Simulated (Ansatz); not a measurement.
One change: `N[SiH2][SiH2]N` becomes `N[SiH2][SiH](N)Cl`.

Ansatz, PBE0-D4/def2-TZVP geometries, multiplicity 1. Each molecule was computed in one conformer, which needn't be the lowest.

```
                               property  `N[SiH2][SiH2]N`
      HOMO energy (PBE/def2-TZVPP) / eV             -5.86
    LUMO energy (B3LYP/def2-TZVPP) / eV             -0.49
HOMO–LUMO gap (ωB97M-V/def2-TZVPP) / eV             10.73
      LUMO energy (PBE/def2-TZVPP) / eV             -1.11
  HOMO energy (ωB97M-V/def2-TZVPP) / eV             -9.41
    HOMO–LUMO gap (PBE/def2-TZVPP) / eV              4.74
```

What does the change do to each property? (Best estimate.)

The calculation gave: 
| property | `N[SiH2][SiH](N)Cl` | shift |
| --- | --- | --- |
| HOMO energy (PBE/def2-TZVPP) / eV | -5.99 | -0.13 |
| LUMO energy (B3LYP/def2-TZVPP) / eV | -0.52 | -0.03 |
| HOMO–LUMO gap (ωB97M-V/def2-TZVPP) / eV | 10.83 | 0.10 |
| LUMO energy (PBE/def2-TZVPP) / eV | -1.15 | -0.04 |
| HOMO energy (ωB97M-V/def2-TZVPP) / eV | -9.49 | -0.08 |
| HOMO–LUMO gap (PBE/def2-TZVPP) / eV | 4.84 | 0.10 |

Positive LUMOs are unbound, so they and the gaps depend on the basis.

B3LYP here is the variant with VWN-RPA as its local correlation; programs differ in this.
